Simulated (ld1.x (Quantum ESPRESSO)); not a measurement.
tin (Sn): one change to a TM potential, before and after

```
Element                 : Sn
Generator               : ld1.x (Quantum ESPRESSO) 7.5
Type                    : norm-conserving Troullier–Martins (Kleinman–Bylander form)
Functional              : LDA (PZ)
Relativity              : fully relativistic
Frozen core             : [Kr] 4d10
Valence charge          : 4
Reference configuration : 5s2 5p2
Partial waves           : 5p (bound): rc 2.25 bohr; 5s (bound): rc 1.75 bohr
Local potential         : the s channel
Core correction         : a·sin(br)/r model core inside 0.95 bohr
```

Open shells are filled in proportion to 2j + 1 (rel_dist='average').

Change: reference 5s2 5p1.

Cutoffs: the cutoffs (Ry, on a coarse ladder) from which the occupation-weighted sum of valence levels, in a spherical-Bessel basis at the reference potential, stays within 10 and 1 mRy of its value at 400 Ry; they do not see the model core or the augmentation charge, which bear on the density cutoff. Errors are all-electron minus pseudo energies relative to the spin-unpolarised reference configuration.

Problem. What does the change do?

Solution. The potential gets neither clearly harder nor softer (25 Ry and 50 Ry → 25 Ry and 50 Ry); a bound ghost appears in d, which as a rule spoils a file.

```tsv
quantity	base	changed
cutoff, loose	25 Ry	25 Ry
cutoff, tight	50 Ry	50 Ry
loose cutoff by channel (10 mRy a level)	p 8 Ry, s 18 Ry	p 10 Ry, s 18 Ry
bound ghosts	none	d
largest error over its own tests, meV	-320	-230
s: phases at 2.44 bohr within 0.05 rad from the reference energy up to (Ry; the scan ends near 5)	2.6	2.1
p1/2: phases at 2.44 bohr within 0.05 rad from the reference energy up to (Ry; the scan ends near 5)	4.8	4.2
p3/2: phases at 2.44 bohr within 0.05 rad from the reference energy up to (Ry; the scan ends near 5)	4.2	3.7
```

 A true bound ghost makes a file unfit for plane-wave use even where its test errors are small: the radial tests pick states by their node count and pass the ghost by.
